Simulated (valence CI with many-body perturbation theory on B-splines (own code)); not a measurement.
Zn¹⁵⁺: magnetic and hyperfine properties of the levels

Calculated by valence CI with perturbative core correlation (CI+MBPT): five valence electrons over a frozen Dirac-Fock core [Ne], a basis of 11 s, 11 p, 10 d, 8 f, 5 g, 2 h functions for each j, with the one-electron correlation potential Σ1 (screened to all orders), the two-electron term Σ2, the three-electron term Σ3, Breit, model QED; selected single and double excitations, second order for the rest, scaled by the run's own slope (own B-spline code, finite nucleus).

No measured levels were compared; by estimate levels of excited configurations hold to 0.05 to 0.15 % of their energy, terms of the ground configuration to about 0.5 %. Among the levels kept, up to 3300 cm⁻¹ of a level comes from second order outside the variational space, and about a tenth of that is noise between levels of different J, which matters for small intervals.

A/g_I is the dipole constant over the nuclear g factor μ/I (μ in nuclear magnetons, uniformly magnetised nucleus), B/Q the quadrupole constant per barn. Both hold the static response of the core; the bare values leave it out. Large factors of s and p1/2 electrons are usually good to 5 to 10 %; those of open d and f shells near neutrality can be off by tens of per cent, and small factors of p3/2, d and f electrons come from cancelling terms and can be off by a factor of two or in sign, in half-filled shells by more. B is blank for J = 1/2, where it vanishes, and for nearly pure S terms. Energies count from the lowest level.

Names give the largest LS component (configuration and term), which can be under half, so a name can repeat, a term be missing and a line seem to break the LS rules; names also repeat where a configuration has a term twice. Letters in brackets count levels of one name in rising energy.

```csv
Level,E (eV),g,A/g_I (MHz),A/g_I bare,B/Q (MHz/b),B/Q bare
3s2.3p3 4S°_3/2,0.000,1.934,1970,2400,,
3s2.3p3 2D°_3/2,6.267,0.945,6770,6540,13400,12900
3s2.3p3 2D°_5/2,7.777,1.199,14300,13900,-60.8,-56.6
3s2.3p3 2P°_1/2,12.144,0.664,40300,38400,,
3s2.3p3 2P°_3/2,14.520,1.254,8170,8020,-14600,-14000
3s.3p4 4P_5/2,44.684,1.586,30700,29700,11600,11200
3s.3p4 4P_3/2,47.282,1.718,25900,25200,-10100,-9740
3s.3p4 4P_1/2,48.231,2.644,64600,62400,,
3s.3p4 2D_3/2,55.432,0.839,-6570,-6070,-17200,-16500
3s.3p4 2D_5/2,56.222,1.212,33600,32100,-25200,-24200
3s2.3p2.3d 2P_3/2 [a],63.080,1.302,592,1020,4960,4800
3s.3p4 2S_1/2 [a],63.785,1.251,48400,46100,,
3s2.3p2.3d 4F_3/2,67.392,0.461,5080,4980,-640,-443
3s.3p4 2S_1/2 [b],67.818,1.388,76000,72400,,
3s2.3p2.3d 4F_5/2,68.456,1.071,2720,2900,3380,3450
3s2.3p2.3d 4F_7/2,70.072,1.247,3280,3460,1210,1410
3s2.3p2.3d 2F_5/2 [a],70.422,0.956,10200,9960,-2840,-2620
3s2.3p2.3d 2F_7/2 [a],71.609,1.259,5100,5210,6050,5930
3s2.3p2.3d 4D_1/2,71.717,0.055,15200,14500,,
3s2.3p2.3d 4F_9/2,71.824,1.318,5730,5790,-8920,-8290
3s2.3p2.3d 4D_3/2,71.891,1.154,6950,6990,-5070,-4890
3s2.3p2.3d 4D_5/2,73.087,1.233,6310,6360,-3390,-3210
3s2.3p2.3d 4D_7/2,75.645,1.282,4330,4460,4490,4420
3s2.3p2.3d 2G_7/2,79.410,0.909,8630,8390,23700,23100
3s2.3p2.3d 2P_3/2 [b],79.883,1.285,-2880,-2310,4050,3930
3s2.3p2.3d 2G_9/2,80.445,1.125,6270,6220,28200,27400
3s2.3p2.3d 4P_5/2,81.387,1.563,2500,2880,1090,1100
3s2.3p2.3d 4P_3/2,82.314,1.593,3720,4110,-1440,-1460
3s2.3p2.3d 4P_1/2 [a],82.601,1.868,34300,33100,,
3s2.3p2.3d 4P_1/2 [b],83.657,1.426,-6130,-5600,,
3s2.3p2.3d 2D_3/2 [a],84.039,0.952,5660,5690,2330,2330
3s2.3p2.3d 2D_5/2 [a],86.516,1.215,7780,7720,-5620,-5270
3s2.3p2.3d 2D_3/2 [b],88.507,0.842,6630,6410,-1430,-1430
3s2.3p2.3d 2D_5/2 [b],89.061,1.192,4900,4990,16500,16000
3s2.3p2.3d 2P_1/2,90.419,0.843,-7030,-6630,,
3s2.3p2.3d 2F_5/2 [b],91.111,0.953,4460,4460,4900,4870
3s2.3p2.3d 2F_7/2 [b],92.642,1.139,7080,7030,-3290,-2940
3s2.3p2.3d 2P_3/2 [c],92.728,1.300,3380,3640,-5440,-5240
3s2.3p2.3d 2S_1/2,93.112,1.856,30700,29700,,
3s2.3p2.3d 2D_5/2 [c],96.929,1.124,4280,4320,-6260,-5860
```

Q: Take the isotope of mass number 67, with I = 5/2, μ = 0.87485 μN and Q = 0.122 b. What is the hyperfine structure of 3s2.3p3 2P°_1/2?

A: From the table A = 14100 MHz. Shifts from the centre of gravity in MHz: F = 2: -24700, F = 3: 17600.
